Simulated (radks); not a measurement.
Results of a calculation; reference values are marked as such.
All-electron atom: neutral vanadium in [Ar] 3d3 4s2.

Code: a radial shooting solver on a logarithmic mesh with Libxc functionals. Model: Dirac Kohn-Sham, PBE, spin-unpolarised, spherical densities, finite nucleus; open shells fill j = l - 1/2 first; Fermi nuclear charge, rms radius 3.6002 fm.

Energy parts (eV):
total: -25824.118
kinetic: 26101.556
electron-nucleus: -61505.656
Hartree: 10808.214
exchange-correlation: -1228.232

Orbitals (lengths in bohr, moments of r in powers of bohr; r(max) is where P^2 peaks; r(90%) holds 90 % of the orbital's charge):
orbital  occ.  eigenvalue (eV)   r(max)      <r>  r(90%)
1s1/2       2        -5363.620  0.04349  0.06644   0.119
2s1/2       2        -602.4294   0.2556   0.3080   0.479
2p1/2       2        -507.6943   0.2066   0.2722   0.448
2p3/2       4        -500.5950   0.2088   0.2750   0.452
3s1/2       2         -70.1891   0.8196   0.9485    1.42
3p1/2       2         -44.5575   0.8408    1.011    1.56
3p3/2       4         -43.7261   0.8474    1.020    1.57
3d3/2       3          -5.1816   0.8915    1.447    2.58
3d5/2       0          -5.1161   0.8939    1.453    2.59
4s1/2       2          -4.6984    2.763    3.352    5.08

The highest occupied level is 4s1/2 at -4.698 eV. The configuration is held as typed, so some empty levels lie below it. Summed over all electrons, <r^2> = 44.72 bohr^2, which gives a Langevin (diamagnetic) susceptibility term of -35.4 x 10^-6 cm^3/mol.
